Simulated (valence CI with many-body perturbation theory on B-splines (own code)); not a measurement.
# E1 transitions of Ca5+

Method: configuration interaction combined with many-body perturbation theory (CI+MBPT): five valence electrons over a frozen Dirac-Fock core [Ne], radial functions for each j: 11 s, 11 p, 10 d, 8 f, 5 g, 2 h, with the one-electron correlation potential Σ1 (screened to all orders), the two-electron term Σ2, the three-electron term Σ3, Breit, model QED; selected single and double excitations, second order for the rest, scaled by the run's own slope (own B-spline code, finite nucleus).

Set against measurement, 6 paired levels are off by 111 cm⁻¹ on average, the worst by 180. These come from a selection out of Sugar and Corliss, J. Phys. Chem. Ref. Data 8, 865 (1979). Levels without a partner in it may be off by more. Among the levels kept, up to 3400 cm⁻¹ of a level comes from second order outside the variational space, and about a tenth of that is noise between levels of different J, which matters for small intervals.

Lines 251 to 300 of 576 in falling wavelength, among levels below 564500 cm⁻¹, chosen from the strongest by gf and those to the six lowest levels. Wavelengths and rates use the calculated energies, so an error of 100 cm⁻¹ moves a line at 417.1 Å by 0.042 % and its rate by three times that or more. Electric multipoles are in the length gauge, E1 and E2 with the static RPA response of the core. Weak lines are less certain than strong ones. Lines between different terms over intervals too small for the method are left out, as are lines whose strength nearly cancels. Where a level lies close to another of its J and parity, the split of strength between their lines is uncertain. The highest levels of a list are the least certain.

Names give the largest LS component (configuration and term), which can be under half, so a name can repeat, a term be missing and a line seem to break the LS rules; names also repeat where a configuration has a term twice. Letters in brackets count levels of one name in rising energy.

| λ vac (Å) | Upper | Lower | A (s⁻¹) | log gf | Branch % |
| --- | --- | --- | --- | --- | --- |
| 417.1 | 3s 3p3 3d 4D°_1/2 [d] | 3s2 3p2 3d 4D_3/2 | 4.10e+09 | -0.67 | 15.3 |
| 416.7 | 3s 3p3 3d 4D°_1/2 [d] | 3s2 3p2 3d 4D_1/2 | 2.86e+09 | -0.83 | 10.7 |
| 416.6 | 3s 3p3 3d 4D°_3/2 [d] | 3s2 3p2 3d 4D_3/2 | 2.99e+09 | -0.51 | 10.3 |
| 416.4 | 3s 3p3 3d 4D°_5/2 [d] | 3s2 3p2 3d 4D_3/2 | 1.85e+09 | -0.54 | 6.7 |
| 416.2 | 3s 3p3 3d 4D°_3/2 [d] | 3s2 3p2 3d 4D_1/2 | 2.16e+09 | -0.65 | 7.5 |
| 416.1 | 3s 3p3 3d 4D°_7/2 [d] | 3s2 3p2 3d 4D_7/2 | 4.37e+09 | -0.04 | 17.0 |
| 416.0 | 3s2 3p2 4p 2D°_5/2 [b] | 3s2 3p2 3d 2F_7/2 [a] | 1.75e+09 | -0.56 | 7.1 |
| 415.8 | 3s 3p3 3d 4D°_5/2 [d] | 3s2 3p2 3d 4D_7/2 | 1.32e+09 | -0.69 | 4.8 |
| 415.7 | 3s2 3p2 4p 4D°_1/2 | 3s2 3p2 3d 4F_3/2 | 8.48e+09 | -0.36 | 90.1 |
| 415.5 | 3s2 3p2 4p 4D°_3/2 | 3s2 3p2 3d 4F_5/2 | 7.18e+09 | -0.13 | 73.3 |
| 415.0 | 3s2 3p2 4p 4D°_5/2 | 3s2 3p2 3d 4F_7/2 | 8.07e+09 | 0.10 | 75.1 |
| 414.5 | 3s 3p3 3d 4D°_5/2 [d] | 3s2 3p2 3d 2F_5/2 [a] | 9.91e+08 | -0.81 | 3.6 |
| 414.4 | 3s2 3p2 4p 4D°_7/2 | 3s2 3p2 3d 4F_9/2 | 1.05e+10 | 0.34 | 81.2 |
| 414.2 | 3s2 3p2 4p 4D°_3/2 | 3s2 3p2 3d 4F_3/2 | 1.72e+09 | -0.75 | 17.5 |
| 414.0 | 3s2 3p2 4p 2P°_1/2 [a] | 3s2 3p2 3d 4D_3/2 | 1.77e+09 | -1.04 | 9.0 |
| 413.6 | 3s2 3p2 4p 2P°_1/2 [a] | 3s2 3p2 3d 4D_1/2 | 2.01e+09 | -0.99 | 10.3 |
| 413.1 | 3s2 3p2 4p 4D°_5/2 | 3s2 3p2 3d 4F_5/2 | 1.65e+09 | -0.60 | 15.3 |
| 412.7 | 3s2 3p2 4p 2P°_1/2 [e] | 3s2 3p2 3d 2P_1/2 [b] | 1.66e+09 | -1.07 | 10.5 |
| 412.0 | 3s2 3p2 4p 4D°_7/2 | 3s2 3p2 3d 4F_7/2 | 1.20e+09 | -0.61 | 9.2 |
| 408.4 | 3s2 3p2 4p 2P°_3/2 [d] | 3s2 3p2 3d 2P_3/2 [b] | 2.38e+09 | -0.62 | 13.6 |
| 407.6 | 3s 3p3 3d 2D°_5/2 [a] | 3s 3p4 2D_5/2 | 5.79e+08 | -1.06 | 17.8 |
| 406.1 | 3s 3p3 3d 4D°_7/2 [d] | 3s2 3p2 3d 4F_9/2 | 6.62e+09 | 0.12 | 25.7 |
| 403.8 | 3s 3p3 3d 4D°_7/2 [d] | 3s2 3p2 3d 4F_7/2 | 1.38e+09 | -0.57 | 5.4 |
| 403.5 | 3s 3p3 3d 4D°_5/2 [d] | 3s2 3p2 3d 4F_7/2 | 6.28e+09 | -0.04 | 22.8 |
| 402.0 | 3s 3p3 3d 4D°_3/2 [d] | 3s2 3p2 3d 4F_5/2 | 6.56e+09 | -0.20 | 22.7 |
| 401.8 | 3s 3p3 3d 4D°_5/2 [d] | 3s2 3p2 3d 4F_5/2 | 2.16e+09 | -0.50 | 7.9 |
| 401.3 | 3s 3p3 3d 4D°_1/2 [d] | 3s2 3p2 3d 4F_3/2 | 7.26e+09 | -0.46 | 27.2 |
| 401.1 | 3s 3p3 3d 2P°_1/2 [b] | 3s2 3p2 3d 2P_1/2 [b] | 2.15e+09 | -0.98 | 5.0 |
| 400.8 | 3s 3p3 3d 4D°_3/2 [d] | 3s2 3p2 3d 4F_3/2 | 2.36e+09 | -0.64 | 8.2 |
| 400.6 | 3s2 3p2 3d 2P_3/2 [b] | 3s2 3p3 2P°_3/2 | 2.03e+09 | -0.71 | 6.1 |
| 399.7 | 3s2 3p2 3d 2P_3/2 [b] | 3s2 3p3 2P°_1/2 | 4.81e+08 | -1.34 | 1.5 |
| 398.4 | 3s2 3p2 4p 2P°_1/2 [a] | 3s2 3p2 3d 4F_3/2 | 2.42e+09 | -0.94 | 12.4 |
| 397.1 | 3s 3p3 3d 2P°_3/2 [b] | 3s2 3p2 3d 2P_3/2 [b] | 2.50e+09 | -0.63 | 6.0 |
| 396.7 | 3s2 3p2 3d 2P_1/2 [b] | 3s2 3p3 2P°_3/2 | 2.80e+09 | -0.88 | 8.4 |
| 395.8 | 3s2 3p2 3d 2P_1/2 [b] | 3s2 3p3 2P°_1/2 | 2.16e+09 | -0.99 | 6.5 |
| 395.4 | 3s2 3p2 3d 4P_5/2 | 3s2 3p3 2P°_3/2 | 3.19e+06 | -3.35 | 0.0 |
| 394.1 | 3s 3p3 3d 2D°_3/2 [e] | 3s2 3p2 3d 2P_1/2 [b] | 2.93e+09 | -0.56 | 9.3 |
| 394.0 | 3s2 3p2 3d 2F_5/2 [a] | 3s2 3p3 4S°_3/2 | 5.70e+06 | -3.10 | 82.1 |
| 393.5 | 3s2 3p2 4p 2F°_7/2 | 3s2 3p2 3d 2F_7/2 [a] | 6.36e+08 | -0.93 | 4.3 |
| 392.7 | 3s2 3p2 3d 4P_1/2 | 3s2 3p3 2P°_3/2 | 2.09e+07 | -3.01 | 0.0 |
| 392.7 | 3s2 3p2 3d 2G_7/2 | 3s2 3p3 2D°_5/2 | 1.70e+07 | -2.50 | 100.0 |
| 392.3 | 3s2 3p2 3d 4D_3/2 | 3s2 3p3 4S°_3/2 | 1.87e+07 | -2.76 | 54.2 |
| 391.8 | 3s2 3p2 3d 4P_1/2 | 3s2 3p3 2P°_1/2 | 2.76e+07 | -2.90 | 0.1 |
| 391.6 | 3s 3p3 3d 2D°_5/2 [c] | 3s2 3p2 3d 2F_7/2 [a] | 3.95e+09 | -0.26 | 26.7 |
| 391.0 | 3s2 3p2 3d 4D_5/2 | 3s2 3p3 4S°_3/2 | 2.07e+07 | -2.55 | 77.3 |
| 390.6 | 3s 3p3 3d 2F°_7/2 [a] | 3s 3p4 2D_5/2 | 6.77e+08 | -0.91 | 35.8 |
| 390.2 | 3s 3p3 3d 2F°_5/2 [a] | 3s 3p4 2D_3/2 | 7.10e+08 | -1.01 | 31.1 |
| 390.1 | 3s 3p3 3d 2D°_3/2 [d] | 3s2 3p2 3d 4D_5/2 | 2.24e+09 | -0.69 | 12.3 |
| 390.1 | 3s 3p3 3d 2D°_5/2 [d] | 3s2 3p2 3d 2P_3/2 [b] | 4.58e+09 | -0.20 | 13.8 |
| 389.5 | 3s2 3p 3d2 4G°_9/2 | 3s2 3p2 3d 4F_9/2 | 4.32e+08 | -1.01 | 5.8 |

(1) How does gf follow from A for the line at 390.2 Å?

## Answers

(1) gf = 1.4992 × (2J+1)_upper × A / σ², with σ = 256280 cm⁻¹ and 2J+1 = 6: gf = 0.0973.
